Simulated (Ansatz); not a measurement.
Al(Cl)(Me)(NCO) (C₂H₃AlClNO), SMILES [CH3][Al]([Cl])[N]=C=O. Atoms are numbered in the order given.

```xyz
9

Al    -0.3598     0.5102    -0.3209
Cl    -2.1119    -0.6460    -0.2702
C     -0.3063     2.2811    -1.0858
H      0.4656     2.3422    -1.8702
H     -0.0383     3.0244    -0.3167
H     -1.2708     2.5751    -1.5252
N      1.0825    -0.2383     0.3891
C      2.0291    -0.7901     0.8821
O      2.9542    -1.3189     1.3592
```

Coordinates come from a PBE0-D3(BJ)/def2-SVP optimisation. The structure was generated by enumeration; whether it is a known compound was not checked. The values are those of a single conformer.

Two levels are set side by side: PBE-D3(BJ)/def2-SVP (Ansatz, a program for electronic structure) and PBE0-D3(BJ)/def2-SVP (Ansatz). Each level has its own optimised geometry; the coordinates shown are those of the second. Differences are taken from unrounded values.

| quantity | PBE0-D3(BJ) |
|---|---|
| mean bond length (Å) | 1.435 |
| bond Al1–Cl2 (Å) | 2.100 |
| bond Al1–C3 (Å) | 1.930 |
| bond Al1–N7 (Å) | 1.773 |
| bond N7–C8 (Å) | 1.201 |
| bond C8–O9 (Å) | 1.167 |
| bond C3–H4 (Å) | 1.102 |
| bond C3–H5 (Å) | 1.103 |
| bond C3–H6 (Å) | 1.100 |

Question: What does PBE-D3(BJ) give, and how far is it from PBE0-D3(BJ)? (An estimate is asked for; the answer gives what the named calculation found.)

Answer: 
```csv
quantity,PBE-D3(BJ),PBE-D3(BJ) minus PBE0-D3(BJ)
mean bond length (Å),1.445,0.011
bond Al1–Cl2 (Å),2.113,0.013
bond Al1–C3 (Å),1.941,0.011
bond Al1–N7 (Å),1.785,0.011
bond N7–C8 (Å),1.214,0.012
bond C8–O9 (Å),1.182,0.015
bond C3–H4 (Å),1.110,0.008
bond C3–H5 (Å),1.110,0.008
bond C3–H6 (Å),1.108,0.008
```

GGA bonds tend to be longer and softer than those of functionals with exact exchange. Differences between two approximate levels are no errors against the true value.
